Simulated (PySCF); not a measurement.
Gas-phase reaction: Sn(OH)2 + 4 O = SnO2 + 2 HO2

Energies from PySCF (xtb for GFN2), thermal terms from the rigid-rotor harmonic-oscillator model, ideal gas at 1 bar. † marks an energy on the PBE0/def2-TZVP geometry and frequencies; other levels use their own. CCSD(T) freezes the core. Open shells (unrestricted): O (multiplicity 3, electronic degeneracy 9), HO2 (multiplicity 2); the rest are closed-shell singlets. GFN2 has no spin-polarisation term. Spin-orbit splitting is ignored; it lowers the true energy and changes the entropy of O. Sn: scalar-relativistic def2 core potential, no spin-orbit coupling. Sn(OH)2, SnO2: computed as isolated molecules; such fragments, hydroxides, amides, oligomers or adducts are transient or little studied in the gas. CCSD(T) isn't extrapolated to the basis-set limit; its ΔH°(298 K) is -398.1 kJ in def2-SVP and -492.5 kJ in def2-TZVPP. The harmonic model lacks anharmonicity and excited electronic states, which grow with temperature; levels with a mode under 35 cm⁻¹ are left out. Internal rotation in Sn(OH)2 is treated as a harmonic vibration of one conformer, which makes the entropy rough. Warning, large T1 diagnostic: SnO2 (CCSD(T)/def2-TZVPP†).

| level | ΔE electronic, kJ | ΔH°(298 K), kJ | ΔS°(298 K), J/K | ΔG°(600 K), kJ |
|---|---|---|---|---|
| CCSD(T)/def2-TZVPP† | -506 | -492 | -229 | -351 |
| GFN2-xTB | -1810 | -1798 | -230 | -1656 |
| HF/def2-TZVP† | 301 | 314 | -229 | 456 |
| M06-2X/def2-TZVP† | -531 | -517 | -229 | -376 |
| PBE0/def2-SVP† | -547 | -534 | -229 | -392 |
| PBE0/def2-TZVP | -574 | -560 | -229 | -419 |
| LDA/def2-TZVP† | -1041 | -1027 | -229 | -886 |
| ωB97M-V/def2-TZVP† | -556 | -542 | -229 | -401 |
ΔH° is lowest at GFN2-xTB and highest at HF/def2-TZVP†. No reference value is set beside these.
